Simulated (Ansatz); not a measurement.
Worked example: C2H5BrSi + SiH3(SnH3) → C2H8Si2 + SnH3Br

Species: C2H5BrSi `C=C[SiH2]Br`, singlet; SiH3(SnH3), singlet; C2H8Si2 `C=C[SiH2][SiH3]`, singlet; SnH3Br `[Br][SnH3]`, singlet. The partners trade Br for SiH3: Si–Br and Sn–SiH3 bonds give way to Si–SiH3 and Sn–Br.

Shapes, held fixed at every level: PBE0-D4/def2-TZVP. Flexible molecules stand in one conformer, not always the lowest. Programs: Ansatz 0.2.0. The zero-point and thermal change to 298 K, harmonic and unscaled (PBE0-D4/def2-TZVP), is -0.6 kJ/mol.

At CCSD(T)/def2-TZVPP; 1 Eh = 2625.50 kJ/mol:

| species | energy (Eh) |
| --- | --- |
| C2H5BrSi | -2940.858206 |
| SiH3(SnH3) | -506.285385 |
| C2H8Si2 | -658.949027 |
| SnH3Br | -2788.186363 |

Question: Work out ΔH(298 K) of the reaction at this level.

Answer: 
1. Products less reactants: (-658.949027) + (-2788.186363) − [(-2940.858206) + (-506.285385)] = 0.008201 Eh = +21.5 kJ/mol.
2. With the thermal change: +21.5 + (-0.6) = +20.9 kJ/mol.

Other levels give +12.1 (HF/def2-TZVPP) to +20.7 kJ/mol (CCSD/def2-TZVPP). No measured value is set beside it here. For atoms past krypton def2 sets carry core potentials with scalar relativity. Relativity is left out for Br unless named. Correlated rows may include outer-core shells of Br, Sn, which these sets cover unevenly.
